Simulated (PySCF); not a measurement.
Species: 6-fluoroindole, C₈H₆FN.
Numbering: `[F:1][c:2]1[cH:3][cH:4][c:5]2[cH:6][cH:7][nH:8][c:9]2[cH:10]1`

Cartesian coordinates in Å at the GFN2-xTB level; atoms count from 1:
```xyz
16
C8H6FN angstrom
F     -3.2412    1.2306    0.3055
C     -2.0459    0.6137    0.1485
C     -2.0456   -0.7329   -0.2179
C     -0.8535   -1.3990   -0.3877
C      0.3400   -0.7053   -0.1885
C      1.7162   -1.0596   -0.2732
C      2.4334    0.0539    0.0341
N      1.5865    1.0935    0.3095
C      0.3005    0.6629    0.1826
C     -0.8980    1.3439    0.3576
H     -2.9919   -1.2294   -0.3628
H     -0.8406   -2.4402   -0.6703
H      2.1094   -2.0222   -0.5311
H      3.4967    0.1910    0.0791
H      1.8695    2.0245    0.5630
H     -0.9432    2.3836    0.6402
```

Probes without a nucleus sit at each ring's centroid and 1 Å off its mean plane on both sides; NICS is minus the shielding there, NICSzz its component along the normal. Level: GIAO PBE0/pcSseg-1 (PySCF, non-relativistic, gas phase) on the GFN2-xTB geometry, one conformer.

Ring bond lengths (Å), with Mayer bond orders in brackets: C2–C3 1.395 (1.38), C3–C4 1.376 (1.48), C4–C5 1.395 (1.32), C5–C9 1.418 (1.21), C9–C10 1.389 (1.31), C10–C2 1.376 (1.49); C5–C6 1.424 (1.27), C6–C7 1.360 (1.59), C7–N8 1.369 (1.14), N8–C9 1.362 (1.06), C9–C5 1.418 (1.21).

Q: Give the NICS values of each ring in ppm.

A: 
```
              ring                                               type  NICS(0)  NICS(1), two faces  NICS(1)zz, two faces  rms pucker (Å)  centre to ring atoms, mean (Å)
C2–C3–C4–C5–C9–C10   6-membered carbocycle; formal bonds all aromatic    -11.6       -11.9 / -11.9         -28.9 / -28.9            0.00                            1.39
    C5–C6–C7–N8–C9  5-membered ring with N; formal bonds all aromatic    -13.1       -11.4 / -11.4         -29.4 / -29.4            0.00                            1.18
```

Q: What can be read from them?

A: 
- C2–C3–C4–C5–C9–C10: mean NICS(1)zz -28.9 ppm, shielded, aromatic by this magnetic criterion (flat ring, no four-coordinate atom), though in fused rings the probe also feels the neighbouring ring.
- C5–C6–C7–N8–C9: mean NICS(1)zz -29.4 ppm, shielded. The ring is flat and has no four-coordinate atom; by the NICS criterion it is aromatic, though in fused rings the probe also feels the neighbouring ring.

Q: And the bond-length index? Use HOMA with the parameters of Krygowski (1993).

A: 
- C2–C3–C4–C5–C9–C10: HOMA 0.94 = 1 − EN − GEO, with mean bond length 1.392 Å, EN = α(Ropt − mean)² = 0.004 and GEO = α × variance = 0.052. The geometric and the magnetic index point the same way.
- C5–C6–C7–N8–C9: HOMA 0.81; the largest term is that of C5–C6, α(R − Ropt)² = 0.33. The geometric and the magnetic index point the same way.

Q: What is the mean of the two in-plane components of NICS at the second NICS(1) probe listed for ring C5–C6–C7–N8–C9, 1 Å off the ring?

A: The isotropic value is a third of the trace: (3 × -11.4 − (-29.4))/2 = -2.4 ppm.
